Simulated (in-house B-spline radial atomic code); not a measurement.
Configurations of the rhodium ion Rh⁶⁺, with energies counted from [Kr] (4d3/2)3. Method: Dirac-Hartree-Fock, average of each configuration as written, Fermi nucleus of rms radius 4.4945 fm. Calculated with a B-spline radial code for spherical atoms. Energies include first-order Breit, QED and recoil terms.

Occupations are held fixed; configurations that lie above the ionisation limit could autoionise.

```
                                    configuration  E - E(ref) (eV)  highest orbital  its <r> (bohr)
                                    [Kr] (4d5/2)3           1.9561            4d5/2           1.217
                                [Kr] (4d3/2)2 6s1           56.596            6s1/2           3.655
                           [Kr] (4d5/2)2 (5f5/2)1           67.168            5f5/2           3.731
                                [Kr] (4d3/2)2 8s1           78.454            8s1/2           8.059
[Ar] 3d10 4s2 (4p1/2)1 (4p3/2)4 (4d5/2)3 (7d3/2)1           132.28            7d3/2           6.992
[Ar] 3d10 4s2 (4p1/2)1 (4p3/2)4 (4d5/2)3 (7g7/2)1           137.97            7g7/2           8.971
```

Problem. Order these further configurations by energy, lowest first.
A. [Ar] 3d10 4s2 (4p1/2)1 (4p3/2)4 (4d5/2)3 (5f5/2)1
B. [Ar] 3d10 4s2 (4p1/2)1 (4p3/2)4 (4d5/2)3 (8g9/2)1
C. [Kr] (4d3/2)1 (4d5/2)1 (7p1/2)1
D. [Ar] 3d10 4s2 (4p1/2)1 (4p3/2)4 (4d5/2)3 (6g9/2)1
E. [Kr] (4d3/2)2 (4d5/2)1

Solution. E (1.0002 eV), C (73.779 eV), A (121.18 eV), D (133 eV), B (141.17 eV).

Problem. How far above the reference does [Kr] (4d5/2)2 (6p1/2)1 lie?

Solution. 62.08 eV; its least bound orbital is 6p1/2 with <r> = 3.951 bohr.
